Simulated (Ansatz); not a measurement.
A geometry relaxed with Ansatz (a program for electronic structure) with PBE0-D4/def2-SVP, charge 0, multiplicity 1:

```xyz
12

S     -0.9545     2.0849    -0.1724
H      2.0463     1.4125    -0.3613
C      1.4011     0.5487    -0.1953
H      2.9127    -1.0589    -0.1328
S      0.6247    -1.8636     0.1750
B     -2.0696    -0.9960     0.3117
C     -0.6099    -0.6371     0.1346
C     -0.0104     0.6120    -0.0751
C      1.8716    -0.7394    -0.0780
H      0.0982     2.9054    -0.3704
H     -2.4036    -2.1445     0.4848
H     -2.9065    -0.1240     0.2792
```

Task: Write the SMILES of this molecule.

Result: `Bc1sccc1S`
